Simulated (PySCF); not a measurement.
Vibration and rotation of SbF⁻

UHF-CCSD(T) constants of SbF⁻, ²Π (doublet), unpaired electrons π ↑ (basis Sb def2-TZVPPD with ECP28, F def2-TZVPPD; scalar-relativistic core potentials; PySCF 2.14; masses 120.9038 and 18.9984 u):

```
ωe              : 480.7 cm⁻¹
ωexe            : 2.92 cm⁻¹
Be              : 0.25225 cm⁻¹
αe              : 0.00206 cm⁻¹
D (centrifugal) : 2.78e-07 cm⁻¹
De to Sb + F⁻   : 1.62 eV
```

Question: Give the vibrational terms G(v) and spacings up to v = 6.

Answer: G(v) = ωe(v+½) − ωexe(v+½)².

```
v  G(v) (cm⁻¹)  G(v) − G(v−1)  Bv (cm⁻¹)
0        239.6                    0.2512
1        714.5          474.9     0.2492
2       1183.5          469.0     0.2471
3       1646.7          463.2     0.2450
4       2104.0          457.3     0.2430
5       2555.5          451.5     0.2409
6       3001.2          445.7     0.2389
```

A state of this spin cannot dissociate to the ground-state fragments, so its own limit lies higher than the one that De refers to.

Correlated steps freeze 5 core orbitals. Spin–orbit coupling is left out, which matters for elements this heavy, above all for dissociation energies. For an ion De counts to the pair picked by the measured ionisation energies or electron affinities, which need not be the lowest pair at this level. The state was picked by a PBE0 search and need not be the measured ground state.
